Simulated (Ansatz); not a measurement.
Cost and result up the ladder for (LiNH2)3 ring (Li₃N₃H₆) (12 atoms). Total charge 0; singlet. Geometry: PBE-D4/def2-SVP.

Cartesian coordinates in Å:
```
Li 1.463 0.034 -0.786
N 0.329 -1.246 -1.666
Li -1.203 -1.018 -0.526
N -1.854 -0.045 0.998
Li -0.257 0.978 1.318
N 1.526 1.289 0.669
H 0.706 -2.208 -1.692
H 0.155 -1.050 -2.666
H -2.155 -0.635 1.792
H -2.697 0.525 0.814
H 2.273 1.110 1.360
H 1.715 2.265 0.386
```

Ansatz on 4 threads of Intel Xeon on a shared host. Times are rough, and most runs start from the orbitals of an earlier one. ωB97X-V/def2-TZVP serves as the yardstick here, not as an exact answer. Differences are given only for rows in sets of like size (and for xTB, whose basis is part of the method), since another set adds its own error. Binding counts from free atoms at the same level (Li doublet, N quartet, H doublet; other spins of the atoms weren't run), without zero-point energy or a counterpoise term.

B3LYP takes the VWN-RPA correlation. HSE06 is defined as in plane-wave codes, on full-range PBE exchange. Correlated methods freeze 3 core orbitals; core or outer-core shells of Li are correlated, in sets that lack core-valence functions.

Correlated methods converge slowly with the basis.

```csv
level,functions,wall time,binding energy per atom (eV),difference from ωB97X-V/def2-TZVP (eV)
HF/6-31G,66,0.76 s,1.95,–
PBE-D4/def2-SVP,99,1.9 s,3.25,–
B3LYP-D4/6-31G,66,2 s,3.13,–
LDA (SPW92)/def2-TZVP,171,2 s,3.59,0.41
PBE0-D4/def2-SVP,99,2.2 s,3.16,–
revPBE-D4/def2-TZVP,171,2.7 s,3.13,-0.05
PBE-D4/def2-TZVP,171,2.7 s,3.22,0.04
PBE0-D4/def2-TZVP,171,3.4 s,3.13,-0.05
BHLYP-D4/def2-TZVP,171,3.9 s,3.08,-0.10
r2SCAN-D4/def2-TZVP,171,4.1 s,3.13,-0.06
r2SCAN0-D4/def2-TZVP,171,5 s,3.07,-0.11
HSE06-D4/def2-TZVP (with forces),171,6 s,3.14,-0.05
ωB97X-V/def2-TZVP,171,9.6 s,3.18,0.00
CCSD(T)/def2-TZVPP,234,5.3 min,3.09,-0.09
```
